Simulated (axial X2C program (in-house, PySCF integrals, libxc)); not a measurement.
# Bond lengths and stretching modes, held linear, of HWH⁻

Computed with an in-house all-electron X2C program for linear molecules (integrals from PySCF): two-component X2C with atomic mean-field Coulomb and Gaunt terms, Gaussian nuclei, basis H dyall-v3z, W dyall-v3z with contracted cores. Spin-free rows use the one-electron spin-free X2C Hamiltonian.

Masses H 1.008, W 183.951, H 1.008 u. States: 2c Ω = 5/2 (beyond evenly filled blocks: ω = 5/2); spin-free M_S = 5/2, Λ = 0 (beyond evenly filled blocks: σα, π+α, π-α, δ+α, δ-α).

HF, spin-free: energies above the lowest point

```csv
r(H–W) (Å),r(W–H) (Å),E (meV)
1.8125,1.8125,95.39
1.8125,1.8590,58.71
1.8125,1.9055,41.59
1.8590,1.8125,58.71
1.8590,1.8590,25.26
1.8590,1.9055,11.19
1.8590,1.9520,13.22
1.9055,1.8125,41.59
1.9055,1.8590,11.19
1.9055,1.9055,0.00
1.9520,1.8590,13.22
1.9520,1.9520,12.09
```

Question: Fit a quadratic surface with cubic terms in each bond: where is the minimum, and what are the two stretching wavenumbers?

Answer: At HF, spin-free: bonds 1.912 and 1.912 Å; harmonic stretches 1266.3 and 1518.3 cm⁻¹; force constants 1.16, 1.16 and coupling 0.21 mdyn/Å.

The other levels and Hamiltonians give:

```csv
Hamiltonian,level,r(H–W) (Å),r(W–H) (Å),lower stretch (cm⁻¹),upper stretch (cm⁻¹)
2c,PBE0,1.861,1.861,1351.9,1591.4
2c,HF,1.909,1.909,1273.5,1518.9
2c,PBE,1.866,1.866,1321.3,1563.2
2c,MP2,1.861,1.861,1389.1,1626.9
spin-free,PBE0,1.864,1.864,1344.8,1591.7
spin-free,PBE,1.868,1.868,1314.4,1563.9
spin-free,MP2,1.864,1.864,1381.9,1626.3
```

Each state is one determinant, the lowest of a limited PBE0 search; the stretches come from a fit to these few points and carry an uncertainty of a few per cent. Other orders of the atoms were not compared. MP2 freezes inner shells (threshold -2 hartree). For an anion the highest level of a functional can be positive, and the basis then holds the extra electron. The molecule was held linear; bending was not examined, so a bent shape may lie lower. Note: several unpaired electrons, one determinant need not be a pure state.
